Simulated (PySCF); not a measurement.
## Mass spectrum arithmetic for `FC(F)(F)c1cc[n-]c1`

Species: `FC(F)(F)C1=C[N-]C=C1`.

Calculated from isotope tables alone.

**Question.** What are the average molar mass and the monoisotopic mass?

**Answer.** For [C5H3F3N]-, with standard atomic weights, 3 × 18.998 + 5 × 12.011 + 1 × 14.007 + 3 × 1.008 = 134.080 g/mol. From the most abundant isotopes (19F, 12C, 14N, 1H), 3 × 18.998403 + 5 × 12.000000 + 1 × 14.003074 + 3 × 1.007825 = 134.0218 u for neutral atoms; the ion's mass is 134.0223 u once 1 electron mass (0.000549 u) is added.

**Question.** Give the isotope pattern of the ion itself, merging species of the same nominal mass.

**Answer.** 
| nominal mass | m/z (centroid) | relative intensity |
| --- | --- | --- |
| 134 | 134.0223 | 100.0 |
| 135 | 135.0253 | 5.8 |
| 136 | 136.0281 | 0.1 |

Cut off at 0.1 %.

**Question.** What is the composition by mass?

**Answer.** F 42.51 %, C 44.79 %, N 10.45 %, H 2.26 %.

**Question.** What resolving power m/Δm just matches the spacing of the species with one 15N and with one 13C?

**Answer.** They lie 0.00632 u apart at mass 135.02, so m/Δm is about 21000.

**Question.** Count the protons, neutrons and electrons of the monoisotopic species, and give its exact less its nominal mass.

**Answer.** 67 protons, 67 neutrons and 68 electrons; 134.0218 − 134 = +0.0218 u, electron masses as for neutral atoms.

**Question.** Resolve the fine structure: one atom at a time replaced by a minor isotope.

**Answer.** Intensity in % of the monoisotopic species:

```tsv
isotope	mass shift (u)	m/z	intensity (%)
15N	+0.99703	135.0193	0.37
13C	+1.00335	135.0257	5.41
2H	+1.00628	135.0286	0.03
```

Species under 0.02 % are left out.
